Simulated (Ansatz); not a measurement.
FH$_{6}$PSi$_{2}$, SMILES `F[SiH]([SiH3])P`, 10 atoms. Total charge 0; spin multiplicity 1. All runs use 2 threads of an Arm Neoverse V2 on a shared host. Correlated methods freeze the cores.

**Question.** How many basis functions does each run have, and how long does it take in Ansatz? RKS revPBE-D4/def2-TZVPP energy; RKS PBE0-D4/def2-TZVP frequencies; RKS ωB97M-V/def2-SVP energy; RKS B97M-V/def2-TZVPP energy; RHF-MP2/def2-QZVPP energy; RHF-CCSD(T)/def2-SVP energy; RKS BHLYP-D4/def2-TZVPP energy; RKS SPW92 (LDA)/def2-TZVPP energy; RKS PBE0-D4/def2-TZVP relaxation (7 steps); RKS ωB97M-V/def2-QZVPP energy; RKS PBE0-D4/def2-QZVPP energy; RHF-CCSD(T)/def2-TZVPP energy. (An estimate is asked.)

**Answer.** The calculation gave: Other jobs shared the machine, so times are rough.

| level | job | functions | wall time | peak host memory (GiB) |
| --- | --- | --- | --- | --- |
| RKS SPW92 (LDA)/def2-TZVPP | energy | 241 | 1.6 s | 0.31 |
| RKS revPBE-D4/def2-TZVPP | energy | 241 | 2.8 s | 0.31 |
| RHF-CCSD(T)/def2-SVP | energy | 98 | 3.7 s | 0.46 |
| RKS BHLYP-D4/def2-TZVPP | energy | 241 | 4.6 s | 0.62 |
| RKS ωB97M-V/def2-SVP | energy | 98 | 7.5 s | 0.46 |
| RKS PBE0-D4/def2-QZVPP | energy | 447 | 13 s | 1.5 |
| RKS B97M-V/def2-TZVPP | energy | 241 | 15 s | 0.39 |
| RHF-MP2/def2-QZVPP | energy | 447 | 25 s | 2.4 |
| RKS ωB97M-V/def2-QZVPP | energy | 447 | 30 s | 1.8 |
| RKS PBE0-D4/def2-TZVP | relaxation (7 steps) | 178 | 31 s | 0.44 |
| RKS PBE0-D4/def2-TZVP | frequencies | 178 | 2.8 min | 0.46 |
| RHF-CCSD(T)/def2-TZVPP | energy | 241 | 7.1 min | 1.8 |
